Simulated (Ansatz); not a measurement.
Input for Ansatz (a first-principles code): U-PBE/cc-pVTZ on CH5BSe (SMILES CB[SeH]), a point of a bond scan (R = 2.734 Å).

Ansatz 0.2 input:
```yaml
crystal:
  periodic: [false, false, false]
  atoms:
    - {symbol: B, position_ang: [-0.15281115, -0.55344157, 1.06257556]}
    - {symbol: H, position_ang: [-2.40485040, -0.63603215, 2.61029133]}
    - {symbol: C, position_ang: [1.16908035, -1.26447540, 1.48164381]}
    - {symbol: H, position_ang: [0.97857175, -2.33313654, 1.63198235]}
    - {symbol: H, position_ang: [1.49361377, -0.88848570, 2.45849675]}
    - {symbol: H, position_ang: [2.00004339, -1.16077437, 0.78257232]}
    - {symbol: Se, position_ang: [-0.23400099, 0.42531987, -0.59759198]}
    - {symbol: H, position_ang: [-1.63466303, 0.86493165, -0.49316030]}
basis:
  gaussian:
    orbitals: cc-pVTZ
hamiltonian:
  xc: {name: PBE}
magnetization: {spin_polarized: true, initial_magnetization: 0}
```

Problem. Predict the final total energy.

Solution. -2466.9869 hartree. Its determinant has ⟨S²⟩ = 0.53, a mixture of spin states.

Problem. How many basis functions does it have, and what does it roughly cost on one machine?

Solution. 173 functions; around 17 core-seconds (rough).
